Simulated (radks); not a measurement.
Spherical quantum dot in the effective-mass picture: electrons in a parabolic well V = omega^2 r^2 / 2 with omega = 0.679, with a point charge +1 (a donor) at the centre, all in effective atomic units (hartree* = m*/eps^2 hartree, bohr* = eps/m* bohr), one dielectric constant everywhere. Method: non-relativistic Kohn-Sham, LDA (Slater exchange, Perdew-Wang correlation), spin-polarised, spherical densities; computed with a radial shooting solver with Libxc functionals. Levels are named by radial order and angular momentum (1s, 1p, 1d, 2s, ...), and open shells are averaged over m. Each electron was tried in the lowest free levels, single moves between levels near the top were tried too, and the lowest total energy was kept; such a search can miss a lower state. At N = 1 the Hartree and exchange-correlation terms need not cancel, so that row can carry a self-interaction error.

\begin{tabular}{lrrrrr}
N & open shells & 2S & E (hartree*) & addition energy mu(N+1) - mu(N) (hartree*) & e(HOMO) (hartree*) \\ \hline
1 & 1s(up 1, down 0) & 1 & -0.0717526 & 0.7906 & 0.24512 \\
2 & none & 0 & 0.647056 & 1.382 & 1.0012 \\
3 & 1p(up 1, down 0) & 1 & 2.74750 & 0.4003 & 2.2988 \\
4 & 1p(up 2, down 0) & 2 & 5.24823 & 0.4012 & 2.7023 \\
5 & 1p(up 3, down 0) & 3 & 8.15015 & 0.4938 & 3.1001 \\
6 & 1p(up 3, down 1) & 2 & 11.5459 & 0.3574 & 3.5738 \\
7 & 1p(up 3, down 2) & 1 & 15.2991 & 0.3572 & 3.9324 \\
8 & none & 0 & 19.4094 & 0.6865 & 4.2874 \\
9 & 2s(up 1, down 0) & 1 & 24.2062 & 0.3690 & 4.9610 \\
10 & none & 0 & 29.3721 & 0.4004 & 5.3284 \\
11 & 1d(up 1, down 0) & 1 & 34.9383 & 0.3001 & 5.7168 \\
12 & 1d(up 2, down 0) & 2 & 40.8048 & 0.2971 & 6.0155 \\
13 & 1d(up 3, down 0) & 3 & 46.9683 & 0.2937 & 6.3109 \\
14 & 1d(up 4, down 0) & 4 & 53.4255 & 0.2902 & 6.6029 \\
15 & 1d(up 5, down 0) & 5 & 60.1728 & 0.3540 & 6.8913 \\
16 & 1d(up 5, down 1) & 4 & 67.2742 & 0.2756 & 7.2395 \\
17 & 1d(up 5, down 2) & 3 & 74.6512 & 0.2736 & 7.5142 \\
18 & 1d(up 5, down 3) & 2 & 82.3018 & 0.2712 & 7.7866 \\
19 & 1d(up 5, down 4) & 1 & 90.2236 & 0.2686 & 8.0565 \\
20 & none & 0 & 98.4140 & 0.6314 & 8.3238 \\
21 & 1f(up 1, down 0) & 1 & 107.236 & 0.2496 & 8.9468 \\
22 & 1f(up 2, down 0) & 2 & 116.307 & 0.2479 & 9.1956 \\
23 & 1f(up 3, down 0) & 3 & 125.626 & - & 9.4426 \\
\end{tabular}

All shells are closed at N = 2, 8, 10, 20 (there: 1s2 1p6 1d10 2s2); the second difference of the energy has clear peaks (12 % above both neighbours; the first and last values, which can be the largest, are not judged, and half-filled shells can peak too) at N = 2, 5, 8, 15, 20.
